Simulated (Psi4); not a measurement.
# GaN2H4Cl (SMILES [NH2][Ga]([NH2])[Cl]): the HOMO–LUMO gap, rung by rung

GaN2H4Cl has 8 atoms, charge 0, and is taken as a singlet. SMILES: `[NH2][Ga]([NH2])[Cl]`. The shape was relaxed beforehand at PBE0/def2-TZVP.

Quantity: the HOMO–LUMO gap, in eV. The values are calculated.

```tsv
level	kind	program	value (eV)	CPU time
PBE-D4/def2-TZVPP (density fitting)	GGA	Psi4	4.74	40 s
r2SCAN-D4/def2-TZVPP (density fitting)	meta-GGA	Psi4	5.47	92 s
B3LYP-D4/def2-TZVPP (density fitting)	global hybrid	Psi4	6.48	37 s
PBE0-D4/def2-TZVPP (density fitting)	global hybrid	Psi4	7.08	39 s
wB97M-V/def2-TZVPP (density fitting)	range-separated hybrid	Psi4	11.15	98 s
```

All-electron rows without a relativistic Hamiltonian named are non-relativistic. The values span 4.74 to 11.15 eV. Orbital gaps aren't excitation energies; they tend to grow with the share of exact exchange. Times are those of the runs behind each value, whatever else they computed, on shared processors of several kinds: orders of magnitude only.
